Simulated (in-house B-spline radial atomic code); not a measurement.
As. Computed with a B-spline radial atomic code. Model: non-relativistic spherical atom: semilocal Troullier-Martins pseudo-atom, one channel per l, against all electrons, high spin, G0W0 and RPA with empty states to l = 8, local potential for every l without a channel, a model core (radius 0 = none) keeps its share of the functional.

The core holds an angular momentum without a channel of its own, so the local potential lets valence electrons into it.

What the tables leave out is listed at the end.

The pseudopotential gives back the lowest level of each angular momentum of its own functional in the configuration it was made in; a second state of the same l is only approximately right. Exact exchange, RPA and GW see the smooth pseudo-orbitals and miss the exchange with the core, for which the functional's share stands in. The column with an uncorrelated core keeps all orbitals and exact exchange, and so separates missing core correlation from pseudisation. Only the three outermost levels and the lowest empty one were computed. RPA here is direct RPA, with no exchange kernel, and its energies carry an (l + 1/2)⁻⁴ tail. A hybrid on a potential with a model core restores only its own semilocal share of the core's exchange.

Command:
```bash
python run_psgw.py task.json out
```
Settings (lengths in bohr, energies in hartree):
```
Z                      33
electrons              33
configuration          [Ar] 3d10 4s2 4p3
generated_in           [Ar] 3d10 4s2 4p3
functional             lda,vwn
core_shells            6
radius_factor          1.3
core_correction        False
```

Time taken, with all properties: 36 s on 1 thread of Arm Neoverse N1 (shared host).

Given: made with LDA VWN5; model core radius 0 bohr; local radius 2.184 bohr; mean-field start LDA VWN5.

Valence shells of the generating configuration: 4s, 4p.

Channel: s 2.115, p 2.575 (radii in bohr).

Computed: largest level miss in the spin-unpolarised generating configuration 0 eV; valence RPA correlation energy all-electron orbitals -0.18277 hartree; valence RPA correlation energy pseudo -0.20194 hartree; all-electron RPA polarisability, core included 27.5 bohr³.

```csv
level,occupied,mean-field all-electron (eV),mean-field pseudo minus all (eV),G0W0 all-electron (eV),G0W0 uncorrelated core minus all (eV),G0W0 pseudo minus all (eV),exchange self-energy all-electron (eV),exchange self-energy pseudo (eV)
4p up,1,-5.9955,-0.046,-9.6794,0.148,-0.177,-16.425,-14.326
4s down,1,-12.866,0.365,-16.168,0.448,0.025,-16.466,-12.36
4p down (empty),0,-4.0904,0.197,-1.1531,0.162,-0.168,-4.2891,-2.2143
```

Task: What is the pseudo-atom RPA polarisability?

Result: 27.453 bohr³.

Given: mean-field start PBE0.

Computed: valence RPA correlation energy pseudo -0.18311 hartree; all-electron RPA polarisability, core included 23.291 bohr³; pseudo-atom RPA polarisability 22.685 bohr³.

```tsv
level	occupied	mean-field all-electron (eV)	mean-field pseudo minus all (eV)	G0W0 all-electron (eV)	G0W0 uncorrelated core minus all (eV)	G0W0 pseudo minus all (eV)	exchange self-energy all-electron (eV)	exchange self-energy pseudo (eV)
4p up	1	-7.1338	-0.089	-9.9925	0.152	-0.092	-16.38	-14.496
4s down	1	-13.452	-0.078	-16.339	0.474	0.032	-16.195	-12.512
4p down (empty)	0	-2.6294	0.017	-0.81084	0.158	-0.017	-3.9153	-2.1654
```

Task: What is the valence RPA correlation energy all-electron orbitals?

Result: -0.16591 hartree.

Given: mean-field start Hartree-Fock.

Computed: valence RPA correlation energy pseudo -0.14384 hartree; all-electron RPA polarisability, core included 17.134 bohr³; pseudo-atom RPA polarisability 16.405 bohr³.

| level | occupied | mean-field all-electron (eV) | mean-field pseudo minus all (eV) | G0W0 all-electron (eV) | G0W0 uncorrelated core minus all (eV) | G0W0 pseudo minus all (eV) | exchange self-energy all-electron (eV) | exchange self-energy pseudo (eV) |
| --- | --- | --- | --- | --- | --- | --- | --- | --- |
| 4p up | 1 | -10.073 | -0.127 | -10.402 | 0.147 | -0.03 | -16.182 | -14.545 |
| 4s down | 1 | -15.13 | -0.275 | -16.507 | 0.473 | 0.081 | -15.539 | -12.408 |
| 4s up | 1 | -22.194 | -0.48 | -20.169 | 0.226 | -0.126 | -22.451 | -19.671 |

Task: What is the valence RPA correlation energy all-electron orbitals?

Result: -0.13112 hartree.

Among the listed levels the largest G0W0 shift of the pseudo-atom is -0.18 eV, for 4p up on the LDA VWN5 start, while leaving the core uncorrelated moves that level by +0.15 eV. So pseudisation and the lost core exchange, not the missing core correlation, make the error. Not in the tables (levels of low weight, unsolved or above zero; the highest and the empty levels are kept at any weight): on LDA the G0W0 levels 4s up (pseudo minus all +1.50 eV, weights 0.09 and 0.06); on PBE0 the G0W0 levels 4s up (pseudo minus all -23.87 eV, weights 0.00 and 0.34).
